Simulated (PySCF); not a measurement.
Precursor series Zn CH3-H. Gas-phase values, no solvent. One relaxed conformer stands for each flexible species; it need not be the lowest.

Computed with B3LYP-D3(BJ)/def2-TZVP // BP86-D3(BJ)/def2-SVP (PySCF 2.14.0). All candidates: neutral, multiplicity 1. B3LYP has the VWN-RPA correlation part, as in Gaussian. 

```json
{
  "LUMO": "-0.10 eV",
  "HOMO": "-6.94 eV",
  "HOMO–LUMO gap": "6.84 eV"
}
```

**Question.** Which member has these values?
A) [Zn(CH3)(H)]
B) [Zn(CH3)2]
C) [Zn(H)2]

**Answer.** B, [Zn(CH3)2]. The others give [Zn(H)2]: -0.96 eV, -7.84 eV, 6.88 eV; [Zn(CH3)(H)]: -0.54 eV, -7.33 eV, 6.79 eV
